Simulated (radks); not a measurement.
The numbers below are computed, except where a source is named.
Effect of the nuclear size on the titanium ion Ti+, [Ar] 3d2 4s1. Code: a radial shooting solver on a logarithmic mesh with Libxc functionals. Model: Dirac Kohn-Sham, LDA (Slater exchange, Perdew-Wang correlation), spin-unpolarised, spherical densities, finite nucleus; open shells are shared between the two j in proportion to 2j + 1; Fermi nuclear charge, rms radius 3.5921 fm. The rms radius is varied about that value; shifts are against it.

rms radius (fm)  total energy shift (eV)  density at nucleus (e/bohr^3)  1s1/2 shift (meV)  2s1/2 shift (meV)  3s1/2 shift (meV)
3.2006                           -0.0100                           8471              -4.23             -0.353             -0.047
3.3658                          -0.00592                           8458              -2.50             -0.209             -0.028
3.5921                                 0                           8441              0.000              0.000              0.000
3.9441                           0.00995                           8417               4.21              0.351              0.047
4.0806                            0.0140                           8408               5.94              0.495              0.066

Slopes of the eigenvalues against <r^2> in GHz/fm^2, as finite differences over the two radii next to the reference (eigenvalue slopes, not the field-shift constants of lines): 1s1/2 384, 2s1/2 32.0, 3s1/2 4.26.
